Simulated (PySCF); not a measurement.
C5H3FO2.
SMILES: `O=C1C=COC=C1F`

The closed-shell SCF was solved with PySCF and density fitting under several settings on one GFN2-xTB geometry (grid level 2 and gas phase unless stated).

```
                                                          settings  basis functions  SCF cycles     E (Eh)  HOMO (eV)  LUMO (eV)  dipole (D)
                                wB97X-D/pcSseg-1, start guess vsap              151          12  -442.3886      -9.40       0.19        4.71
    B97-D/ANO-RCC-VDZP, start guess sap, energy threshold 1e-08 Eh              127          16  -442.4295      -5.79      -2.25        4.71
PBE0/def2-SVPD, level shift 0.1 Eh, fitting basis def2-qzvpp-jkfit              193          12  -441.8057      -7.64      -1.65        4.87
```

**Question.** Estimate the row for these settings: revPBE/IGLO-II, IEF-PCM acetonitrile.

**Answer.** 
```
                            settings  basis functions  SCF cycles     E (Eh)  HOMO (eV)  LUMO (eV)  dipole (D)
revPBE/IGLO-II, IEF-PCM acetonitrile              194          18  -442.5918      -5.93      -2.12        6.10
```

**Question.** Over all rows, what range does the HOMO–LUMO gap span?

**Answer.** From 3.54 eV (B97-D/ANO-RCC-VDZP, start guess sap, energy threshold 1e-08 Eh) to 9.59 eV (wB97X-D/pcSseg-1, start guess vsap). The functional of the narrowest has no exact exchange, that of the widest range-separated exact exchange.

Whole jobs, the steps after the SCF included, on one thread of an Arm Neoverse V2, no GPU (shared host):

| settings | work after the SCF | wall time | peak memory |
| --- | --- | --- | --- |
| wB97X-D/pcSseg-1, start guess vsap | shieldings, ring-centre shieldings, charges and field gradients | 19 s | 0.90 GiB |
| B97-D/ANO-RCC-VDZP, start guess sap, energy threshold 1e-08 Eh | spin–spin couplings from 9 perturbed nuclei, spin–dipole term for 1 of them | 52 s | 0.53 GiB |
| PBE0/def2-SVPD, level shift 0.1 Eh, fitting basis def2-qzvpp-jkfit | 12 singlets by TDA, 5 Tamm–Dancoff triplets, polarisability, density and orbital grids written | 29 s | 0.75 GiB |
| revPBE/IGLO-II, IEF-PCM acetonitrile | shieldings, ring-centre shieldings | 14 s | 0.73 GiB |

B97-D and wB97X-D ran without the empirical dispersion term, which would shift the total energy alone. Cycle counts include a coarse-grid stage where the run had one. ANO-RCC sets were contracted for a scalar-relativistic Hamiltonian, but ran non-relativistically here. The species at its GFN2-xTB geometry.
